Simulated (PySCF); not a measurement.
Compound: CH7BGaN.
Atom-mapped SMILES: `[BH2:1][N:2]([CH3:3])[GaH2:4]` (hydrogens: H5, H6 on B1; H7, H8, H9 on C3; H10, H11 on Ga4)

Theory: EOM-IP-CCSD/aug-cc-pVDZ in PySCF, restricted Hartree–Fock reference, frozen core, non-relativistic, gas phase, PBE0-D3(BJ)/def2-SVP geometry.

Hartree–Fock orbital energies give these Koopmans values (eV): HOMO 10.70, HOMO-1 11.45, HOMO-2 11.93, HOMO-3 13.02, HOMO-4 14.71, HOMO-5 15.22, HOMO-6 16.00, HOMO-7 17.19.

Problem. What vertical ionisation energies does EOM-IP-CCSD give?

Solution. 
| leading hole (HF orbital) | Koopmans (eV) | EOM-IP-CCSD (eV) | change (eV) | one-hole share |
| --- | --- | --- | --- | --- |
| HOMO | 10.70 | 9.85 | -0.85 | 0.95 |
| HOMO-1 | 11.45 | 10.63 | -0.82 | 0.95 |
| HOMO-2 | 11.93 | 11.32 | -0.61 | 0.95 |
| HOMO-3 | 13.02 | 12.05 | -0.97 | 0.95 |
| HOMO-4 | 14.71 | 13.73 | -0.98 | 0.94 |
| HOMO-5 | 15.22 | 14.21 | -1.01 | 0.94 |
| HOMO-6 | 16.00 | 14.86 | -1.14 | 0.95 |
| HOMO-7 | 17.19 | 15.85 | -1.34 | 0.92 |

Problem. Does the order of the lines follow the orbital energies?

Solution. Yes, no two lines change places. The corrections run from -1.34 to -0.61 eV, with a mean of -0.96 eV over the 8 lines; no line lies above its Koopmans value. Koopmans values leave out both the relaxation of the orbitals and the change in correlation energy.

Problem. At what kinetic energies would He II light (40.81 eV) eject these electrons?

Solution. 30.96 eV (HOMO), 30.18 eV (HOMO-1), 29.49 eV (HOMO-2), 28.76 eV (HOMO-3), 27.08 eV (HOMO-4), 26.60 eV (HOMO-5), 25.95 eV (HOMO-6), 24.96 eV (HOMO-7).

Problem. What total energy has the lowest final state, and which wavelength reaches it?

Solution. E(CCSD) + ionisation energy = -2044.89553 + 0.36189 = -2044.53364 Eh, at the geometry of the initial state. The threshold wavelength is 1239.84 eV nm/9.85 eV = 125.9 nm.

One root was sought for each valence orbital with −ε under 21 eV, eight at most, so deeper holes and satellites are missing; no vibrational structure.
